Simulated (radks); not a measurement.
Results of a calculation; reference values are marked as such.
Trend from Mg to Ar: ionisation energy by Delta-SCF between NIST ground configurations, and size. Level of theory: Dirac Kohn-Sham, PBE, spin-unpolarised, spherical densities, point nucleus; open shells fill j = l - 1/2 first (a radial shooting solver on a logarithmic mesh with Libxc functionals).

[
 {"species": "Mg", "configuration": "[Ne] 3s2", "configuration of the ion": "[Ne] 3s1", "IE (eV)": "7.960", "NIST (eV)": "7.646", "kind": "exp.", "outermost": "3s1/2", "<r> outermost (bohr)": "3.15"},
 {"species": "Al", "configuration": "[Ne] 3s2 3p1", "configuration of the ion": "[Ne] 3s2", "IE (eV)": "5.772", "NIST (eV)": "5.986", "kind": "exp.", "outermost": "3p1/2", "<r> outermost (bohr)": "3.44"},
 {"species": "Si", "configuration": "[Ne] 3s2 3p2", "configuration of the ion": "[Ne] 3s2 3p1", "IE (eV)": "7.755", "NIST (eV)": "8.152", "kind": "exp.", "outermost": "3p1/2", "<r> outermost (bohr)": "2.79"},
 {"species": "P", "configuration": "[Ne] 3s2 3p3", "configuration of the ion": "[Ne] 3s2 3p2", "IE (eV)": "9.696", "NIST (eV)": "10.487", "kind": "exp.", "outermost": "3p3/2", "<r> outermost (bohr)": "2.38"},
 {"species": "S", "configuration": "[Ne] 3s2 3p4", "configuration of the ion": "[Ne] 3s2 3p3", "IE (eV)": "11.726", "NIST (eV)": "10.360", "kind": "exp.", "outermost": "3p3/2", "<r> outermost (bohr)": "2.08"},
 {"species": "Cl", "configuration": "[Ne] 3s2 3p5", "configuration of the ion": "[Ne] 3s2 3p4", "IE (eV)": "13.822", "NIST (eV)": "12.968", "kind": "exp.", "outermost": "3p3/2", "<r> outermost (bohr)": "1.85"},
 {"species": "Ar", "configuration": "[Ar]", "configuration of the ion": "[Ne] 3s2 3p5", "IE (eV)": "15.992", "NIST (eV)": "15.760", "kind": "exp.", "outermost": "3p3/2", "<r> outermost (bohr)": "1.67"}
]

Reference values: NIST Atomic Spectra Database (exp. = measured, semi-emp. = semi-empirical, theory = theoretical value adopted there). Spin polarisation and multiplet splitting are left out, so open shells lie too high by an amount that depends on their filling.

Beside tabulated values, note that spin-unpolarised runs miss the spin-polarisation part of the exchange energy of open shells.
